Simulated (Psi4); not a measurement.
C4H9 (SMILES [CH2-]CCC), charge -1, singlet, at a GFN2-xTB geometry (a gas-phase anion, which may not be bound at this level). Base run: B3LYP/6-31G* (Psi4).

The Psi4 input:
```
memory 2 GB

molecule {
-1 1
  C     0.82950969    1.91579604   -0.01573161
  C     0.74241032    0.40118335   -0.00743166
  C    -0.67838814   -0.24985231    0.00619992
  C    -0.65989620   -1.77811566    0.01380079
  H    -1.67038254   -2.20060116    0.02329053
  H     0.23184841    2.28121879    0.87586962
  H     0.21891296    2.27221900   -0.90219641
  H    -0.13048174   -2.14530323    0.89393110
  H    -0.14331564   -2.15423237   -0.87017686
  H     1.26261169   -0.00150293   -0.89454849
  H     1.27549284    0.00745908    0.87605360
  H    -1.22967161    0.09886933   -0.87431902
  H    -1.21682837    0.10780496    0.89107124
}

set basis 6-31g*

energy('b3lyp')
print_variables()
```

Variants of this job, named by their change:

| change | E (Eh) | core-seconds (rough) | outcome |
|---|---|---|---|
| base | -157.74391 | 8 | converged |
| functional = m06 | -157.60402 | 20 | converged |
| functional = b97m-v | - | - | cut at the time limit |
| functional = scan | -157.64966 | 10 | converged |
| functional = m06-l | -157.71032 | 10 | converged |
| functional = mn15 | -157.51943 | 10 | converged |
| functional = m06-2x | -157.64899 | 10 | converged |
| functional = hse06 | -157.55012 | 20 | converged |
| functional = pbe | -157.50226 | 10 | converged |
| functional = cam-b3lyp | -157.63462 | 8 | converged |
| functional = b3lyp5 | -157.62048 | 10 | converged |
| functional = wb97x-v | -157.69077 | 200 | converged |
| functional = pbe0 | -157.53735 | 10 | converged |

Absolute energies of different levels of theory aren't comparable as measures of quality.

A gas-phase anion may not be bound at this level; its values then depend on the basis.
